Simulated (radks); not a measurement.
Question: These are the eigenvalues of the occupied orbitals of an atom or ion with whole-number occupations (eV). Calculated with a radial shooting solver on a logarithmic mesh with Libxc functionals: scalar-relativistic Kohn-Sham, PBE, spin-unpolarised, spherical densities, finite nucleus; Fermi nuclear charge, rms radius of each element as measured or else 0.836 A^(1/3) + 0.57 fm.

| orbital | eigenvalue |
|---|---|
| 1s | -6437.806 |
| 2s | -752.0566 |
| 2p | -638.3164 |
| 3s | -94.1030 |
| 3p | -62.8302 |
| 3d | -14.9080 |
| 4s | -11.8779 |

Which element is it, and in what charge state? The configuration may be excited.

Answer: Z = 25, manganese, charge +1: Mn+ in [Ar] 3d5 4s1. The list shows which subshells hold electrons but not how many an open one holds; the 1s level, -236.59 hartree, gives Z - s = 21.8 by -(Z - s)^2/2, which with screening and relativity narrows Z to a few neighbours, and the depths of the outer levels then fix element, charge and occupations together.
